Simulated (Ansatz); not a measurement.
Cs4Cl4⁻, relaxed as a doublet with UKS PBE-D4/def2-SVPD in Ansatz, starting from the GFN1-xTB geometry. Force threshold 0.02 eV/Å.

In the def2 sets Cs takes a core potential; there is no spin–orbit coupling. The highest occupied level of the charge -1 doublet lies above zero (up to 0.13 eV). The electron is either unbound and held by the finite basis, or the level is raised by self-interaction error. Another isomer (doublet) lies 0.51 eV lower at PBE0-D4/def2-TZVPD; other spin states weren't run for this one.

Start:

```
atom   x (Å)   y (Å)   z (Å)
 Cs1   0.611  -2.167  -2.044
 Cs2   0.277   2.124  -2.168
 Cs3  -0.725   2.162   2.029
 Cs4  -0.131  -2.099   2.192
 Cl5  -0.853   0.046   4.156
 Cl6   0.437  -4.228   0.131
 Cl7   0.843  -0.049  -4.158
 Cl8  -0.457   4.211  -0.137
```

Estimate the energy that the relaxation releases and the steps that it takes.

100.7 kJ/mol, in 5 steps; 39 s on 4 threads of Arm Neoverse V2 on a shared host. The force fell under the threshold at step 4, but the optimiser went on. No frequencies were taken in this run, so the end may be a saddle point.

Does the start keep its bonding and symmetry?

By distances, no bond broke or formed. The bond that changes most is Cs3–Cl8, from 2.99 to 3.30 Å (atoms count from 1). Point group D2d at the start, D2d at the end, both within 0.05 Å; within 0.015 Å the end is C2v.

Predict the relaxed structure.


Cartesian coordinates in Å:
```
Cs 0.687 -2.501 -2.364
Cs 0.330 2.448 -2.491
Cs -0.837 2.484 2.334
Cs -0.140 -2.426 2.529
Cl -0.941 0.049 4.553
Cl 0.481 -4.622 0.151
Cl 0.925 -0.051 -4.556
Cl -0.504 4.619 -0.155
```
Bond lengths (bridged metal pairs left out): 8 × Cl–Cs 3.30 Å.
